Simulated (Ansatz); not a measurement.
```xyz
7

O     2.501   -0.659   -0.609
C     1.367   -0.465   -0.386
O     0.241   -0.683   -1.257
Si   -0.295   -0.079    0.182
O    -0.982    1.372    0.179
F    -1.130   -1.048    1.105
H    -1.701    1.563    0.786
```

The species carries charge 0 and has multiplicity 1.

**Question.** List the CAM-B3LYP/def2-TZVPP orbital energies in eV (Ansatz). (An estimate is asked.)

**Answer.** Computed: Occupied: -1803.97, -674.82, -524.20, -523.80, -523.28, -282.84, -148.29, -103.67, -103.65, -103.61, -36.02, -32.54, -31.37, -30.73, -19.15, -18.23, -17.36, -16.00, -15.48, -15.42, -15.02, -14.56, -13.44, -13.20, -12.23, -11.50, -9.31. Lowest empty: 0.10, 0.32, 1.49, 2.34, 3.33, 3.79, 4.49, 5.92.
